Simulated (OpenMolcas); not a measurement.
Cl²⁺: Slater's ratio, worked from levels

```json
{"Program": "OpenMolcas", "Basis": "ANO-RCC-VQZP [6s5p3d2f1g]", "Scalar Hamiltonian": "DKH2, point nucleus", "Active space": "5 electrons in 8 orbitals (3s 3p 4s 4p)", "State averaging": "2S+1 = 4 odd, 1 root; 2S+1 = 2 odd, 11 roots; 2S+1 = 4 even, 3 roots; 2S+1 = 2 even, 9 roots", "Spin-orbit coupling": "state interaction with AMFI integrals over the reference wave functions, term energies averaged over their components"}
```

Methods: CASSCF; MS-CASPT2, IPEA 0.25 Eh, imaginary shift 0.1 Eh (closed shells correlated: 2s 2p). Measured levels: Moore, Atomic Energy Levels, vol. I, NSRDS-NBS 35 (1971 reprint of NBS Circular 467, 1949).

**Slater's ratio.** With one set of orbitals, p3 has ²D° - ⁴S° = 9 F2 and ²P° - ²D° = 6 F2 (F2 = F²/25), a ratio of 2/3. Term energies are centres of gravity, weighted by 2J + 1.

```json
{"Source": "CASSCF", "²D° - ⁴S°": "22404", "²P° - ⁴S°": "30750", "F2 from the first": "2489", "Ratio": "0.373"}
{"Source": "MS-CASPT2", "²D° - ⁴S°": "18835", "²P° - ⁴S°": "30471", "F2 from the first": "2093", "Ratio": "0.618"}
{"Source": "measured", "²D° - ⁴S°": "18093", "²P° - ⁴S°": "29875", "F2 from the first": "2010", "Ratio": "0.651"}
```

Energies in cm-1. A ratio away from 2/3 shows effects beyond one configuration with one set of orbitals, and in heavier atoms second-order spin-orbit shifts. In CASSCF the valence s occupation is 1.95 in ²P° against 2.00 in ²D°: mixing out of s² acts most on ²P° and pulls it down.

CASPT2 does not keep the components of a term degenerate, so their means are used; among the terms shown or strongly mixed into the levels shown the widest spread is 510 cm-1 (3s² 3p³ ²D°, MS-CASPT2). Over all roots computed the reference weight is 0.85 to 0.96 in MS-CASPT2; the roots of lowest weight are the least certain, and an intruder state may touch them. Active for correlation alone: 4p 4s; no level in the range computed is led by a configuration that fills them, so any true level of that kind is missing. Computed and measured levels are paired by configuration, term and J; levels that our copy of the source lacks, or whose pairing is in doubt (as where it misses far off the trend of its configuration), stay unpaired and out of the deviations. Levels of configurations outside the active space are missing.

° marks odd parity.
